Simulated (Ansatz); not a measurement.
A nudged elastic band was laid between two geometries of C$_{2}$H$_{7}$BN$_{2}$ (12 atoms, charge 0, multiplicity 1).

All numbers below come from Ansatz, RKS LDA/STO-3G.

```
movable images  : 5
climbing image  : yes
spring          : 5.0 eV/Å²
optimiser       : quadratic models (default)
start path      : IDPP
force threshold : 0.05 eV/Å
iteration limit : 60
end points      : relaxed
```

Initial state:

```xyz
12
Properties=species:S:1:pos:R:3
N -1.486 -0.653 1.239
C -0.274 0.206 0.988
C 0.552 -0.246 -0.237
B 0.297 0.291 -1.696
N 1.345 0.761 -0.991
H -1.972 -0.679 0.290
H -1.089 -1.642 1.295
H 0.345 0.182 1.909
H -0.619 1.247 0.834
H 1.056 -1.220 -0.072
H -0.276 0.357 -2.710
H 2.198 1.342 -0.816
```

Final state:

```xyz
12
Properties=species:S:1:pos:R:3
N -1.494 0.109 0.810
C -0.039 0.132 1.196
C 0.898 -0.202 0.014
B 0.259 -0.719 -1.336
N 0.685 0.560 -1.238
H -1.532 0.766 -0.031
H -1.602 -0.840 0.330
H 0.121 -0.621 1.993
H 0.188 1.130 1.624
H 1.951 -0.395 0.293
H -0.223 -1.508 -2.046
H 0.863 1.534 -1.576
```

Task: Which bonds break or form, and what moves?

Result: No bond is made or broken. The dihedral H9–C2–C3–N5 goes from 31 to -71°.

Task: What energy profile does the band end with?

Result: It converged. The highest image is number 3 of 0 to 6, 2.5 kJ/mol above the first end and 8.7 kJ/mol above the last; the last end lies 6.2 kJ/mol below the first. A vibrational analysis at the climbing image gives one clearly imaginary mode, 81i cm⁻¹: a first-order saddle point. Limits of this set-up: minimal basis.

```
image  path coordinate (Å)  energy (kJ/mol)  dihedral H9–C2–C3–N5 (°)
    0                 0.00              0.0                        31
    1                 0.58              0.5                        17
    2                 1.15              1.8                         2
    3                 1.73              2.5                       -13
    4                 2.53              0.3                       -34
    5                 3.33             -4.1                       -53
    6                 4.13             -6.2                       -71
```

Task: What is the geometry of the highest image?

Result: 
```xyz
12
Properties=species:S:1:pos:R:3
N -1.554 -0.317 1.052
C -0.139 0.204 1.090
C 0.753 -0.263 -0.089
B 0.227 -0.197 -1.578
N 1.102 0.730 -1.138
H -1.862 -0.107 0.050
H -1.428 -1.376 1.002
H 0.308 -0.108 2.054
H -0.195 1.311 1.083
H 1.564 -0.959 0.198
H -0.411 -0.550 -2.488
H 1.713 1.577 -1.202
```

The run took 45 s on 1 thread of Arm Neoverse V1, on a shared host, peak memory 0.089 GiB.
